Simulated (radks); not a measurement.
Results of a calculation; reference values are marked as such.
Problem. These are the eigenvalues of the occupied orbitals of an atom or ion with whole-number occupations (eV). Level of theory: scalar-relativistic Kohn-Sham, PBE, spin-polarised, spherical densities, point nucleus (a radial shooting solver on a logarithmic mesh with Libxc functionals).

orbital  eigenvalue
1s up     -64696.14
1s down   -64696.08
2s up     -13744.43
2s down   -13738.71
2p up     -12531.39
2p down   -12526.94
3s up     -5264.392
3s down   -5258.165
3p up     -4900.096
3p down   -4893.657
3d up     -4536.600

Which element is it, and in what charge state? The configuration may be excited. Open shells, if any, are filled with parallel spins first.

Solution. Z = 70, ytterbium, charge +51: Yb51+ in [Ar] 3d1. The list shows which subshells hold electrons but not how many an open one holds; the 1s level, -2377.5 hartree, gives Z - s = 69.0 by -(Z - s)^2/2, which with screening and relativity narrows Z to a few neighbours, and the depths of the outer levels then fix element, charge and occupations together.
